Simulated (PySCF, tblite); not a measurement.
Isomers of C2H9F2NSi2, one GFN2-xTB conformer each. Single-point energies are computed at PBE0/pcSseg-1 (PySCF, gas phase, no added dispersion term), electronic only.

Question: Rank them by PBE0/pcSseg-1 energy, lowest first (kcal/mol).
A. `[CH3:1][C:2]([F:3])([F:4])[SiH2:5][SiH2:6][NH2:7]` with C1–C2–Si5–Si6 -179°, C2–Si5–Si6–N7 -178°, Si5–Si6–N7–H -170° and 52°
B. `[CH3:1][Si@H:2]([F:3])[NH:4][SiH2:5][CH2:6][F:7]` with C1–Si2–N4–Si5 149°, Si2–N4–Si5–C6 169°, N4–Si5–C6–F7 180°

Answer: B (0.0), A (58.0).

As drawn, the lower has an Si–F bond, which the higher lacks; the higher has two fluorines on one carbon and an Si–Si bond, which the lower lacks. GFN2-xTB itself gives, in the same order: 0.0, 58.1. Both levels put the same isomer lowest.

Question: Which frontier levels, dipoles and rotational constants go with these structures?

Answer: 
```csv
SMILES,"HOMO (eV, PBE0/pcSseg-1)",LUMO (eV),dipole (D),"A, B, C (MHz)"
C[Si@H](F)N[SiH2]CF,-7.73,0.35,3.76,"4649, 663.4, 606.8"
CC(F)(F)[SiH2][SiH2]N,-7.40,-0.56,2.43,"3538, 877.6, 823.3"
```

Question: What happens when harmonic zero-point energies from GFN2-xTB frequencies are added?

Answer: 
```json
{"SMILES": "C[Si@H](F)N[SiH2]CF", "ZPE (kcal/mol)": "68.3", "electronic (kcal/mol)": "0.0", "with ZPE (kcal/mol)": "0.0"}
{"SMILES": "CC(F)(F)[SiH2][SiH2]N", "ZPE (kcal/mol)": "66.5", "electronic (kcal/mol)": "58.0", "with ZPE (kcal/mol)": "56.2"}
```

The zero-point energies span 1.8 kcal/mol. The order is unchanged.
